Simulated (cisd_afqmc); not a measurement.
Input (AFQMC/CISD/cc-pV(T+d)Z; cisd_afqmc is a phaseless AFQMC code with CISD trial states that reads the integrals written by Ansatz): A basis named .json is the Basis Set Exchange file of that set.

Ansatz 0.2 input:
```python
import cisd_afqmc

open("ham.yaml", "w").write("""\
crystal:
  periodic: [false, false, false]
  atoms:
    - {symbol: Si, position_ang: [0.18152258, 0.30343943, -0.10251330]}
    - {symbol: O, position_ang: [-1.12920223, 0.69077458, 0.81699366]}
    - {symbol: O, position_ang: [-0.34409822, -0.53453531, -1.41972330]}
    - {symbol: O, position_ang: [1.15540234, -0.68764876, 0.78225984]}
    - {symbol: H, position_ang: [-0.97104630, 1.14061433, 1.65222875]}
    - {symbol: H, position_ang: [-0.96796260, -0.09739753, -2.00682684]}
    - {symbol: H, position_ang: [1.94087770, -1.04009285, 0.35354270]}
basis:
  gaussian:
    orbitals: cc-pV_T+d_Z.json
magnetization: {spin_polarized: true, initial_magnetization: 1}
correlation: {method: ccsd, electrons: outside_noble_gas, hamiltonian_folder: ham}
""")
rep = cisd_afqmc.ansatz("ham.yaml")
e_ccsd = rep["correlation"]["coupled_cluster"]["energy"]["hartree"]
out = cisd_afqmc.run("ham", e_ccsd, trial="CISD", walkers=1000, populations=1, threads=12, dt=0.005, steps=40, early=24, settle=10, least=100,
    cut=5e-5, rank_cut=2e-4, target=0.0007, seconds=1500, seed=4, memory=62639, gpu=True)
```

Output:

```
orbitals 163, occupied [13, 12], factors 927 of 1026, rank of the doubles 1187 of 3762
E(HF) = -515.497482
E(CCSD) on the cut factors = -516.328331, shift to the whole factors -0.000009
Energy of the trial state on the determinant = -516.328364
  tau behind 7.2 of longer steps, mean of the populations' last blocks
   2.0  -516.36073
   4.0  -516.36119
   6.0  -516.35955
   8.0  -516.36192
  10.0  -516.36081
  12.0  -516.35898
  14.0  -516.35862
  16.0  -516.36209
  18.0  -516.36206
  20.0  -516.36150
  22.0  -516.36425
blocks 100 (0 outliers left out), error by blocks joined: 1: 0.00038, 2: 0.00047, 4: 0.00057, 8: 0.00067
E(AFQMC/CISD) = -516.36110 +/- 0.00067
```
